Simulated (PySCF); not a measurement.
Mean polarisability (bohr³) of eight silicon and germanium compounds: PBE beside HF, computed with PySCF for isolated molecules in the bases named; differences from unrounded values. The eight are the first of their class met in an unordered collection, after screening for sound electronic states; none was chosen by its value. Each molecule has one DFT geometry for both levels.

```csv
molecule,basis,HF,PBE,difference
"chlorosilylformaldehyde (CH₃ClOSi), SMILES O=C[SiH2]Cl",def2-TZVPD,52.6,60.4,7.8
"Si(Cl)2(F)(GeH3) (Cl2FGeH3Si), SMILES F[Si](Cl)(Cl)[GeH3]",def2-TZVP,72.2,81.5,9.3
"C3H8O2Si, SMILES C(=O)(O[SiH2]C)C",def2-TZVP,61.2,69.8,8.6
"Si(H)3(NHiPr) (C₃H₁₁NSi), SMILES CC(N[SiH3])C",def2-TZVP,67.2,(withheld),(withheld)
"C2H7ClOSi, SMILES C[C@@H](O)[SiH2]Cl",def2-TZVP,62.7,(withheld),(withheld)
"dichloro(silyloxy)silane (Cl₂H₄OSi₂), SMILES [SiH3]O[SiH](Cl)Cl",def2-TZVP,66.7,75.8,9.0
"C₄H₉NSi, SMILES N[SiH]1CC=CC1",def2-TZVP,72.2,79.0,6.8
"CH6GeOSi, SMILES [CH2]1O[SiH2][GeH2]1",def2-TZVP,68.2,(withheld),(withheld)
```

Task: Complete the blanks. (An estimate is asked for; the answer gives what the named calculation found.)

Result: 
- Si(H)3(NHiPr) (C₃H₁₁NSi), SMILES CC(N[SiH3])C, PBE: 75.6
- Si(H)3(NHiPr) (C₃H₁₁NSi), SMILES CC(N[SiH3])C, difference: 8.3
- CH6GeOSi, SMILES [CH2]1O[SiH2][GeH2]1, PBE: 75.3
- CH6GeOSi, SMILES [CH2]1O[SiH2][GeH2]1, difference: 7.1
- C2H7ClOSi, SMILES C[C@@H](O)[SiH2]Cl, PBE: 70.5
- C2H7ClOSi, SMILES C[C@@H](O)[SiH2]Cl, difference: 7.8

PBE lies below HF in 0 and above it in 8 of the eight; the mean signed difference is 8.1 and the largest 9.3 bohr³.
